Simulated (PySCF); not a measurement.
**Excitation energy of Pb⁺ by level of theory**

Pb⁺ [Xe] 4f14 5d10 6s2 6p1 (2P) → Pb⁺ [Xe] 4f14 5d10 6s2 7s1 (2S), as a difference of total energies. All numbers are calculated (PySCF 2.14, the spin-free X2C one-electron Hamiltonian (Gaussian nucleus), in aug-cc-pwCVTZ-DK3 (11s10p8d5f1g, 125 functions)). Correlated levels: valence: [Xe] 4f14 5d10 frozen; valence and next inner shell: [Kr] 4d10 4f14 frozen. The calculations carry no spin-orbit coupling.

```csv
method,excitation energy (eV),error (eV)
UHF,5.958,-0.249
LDA,6.071,-0.136
PBE,5.893,-0.314
PBE0,6.007,-0.200
r2SCAN,6.113,-0.094
MP2 (valence),5.965,-0.242
SCS-MP2 (valence),5.980,-0.227
MP2 (valence and next inner shell),5.996,-0.211
SCS-MP2 (valence and next inner shell),5.959,-0.248
```

Reference: 6.207 eV (measured; NIST levels, between the centres of gravity of the two terms).

Errors of the correlated levels include the incompleteness of this basis and the frozen core.
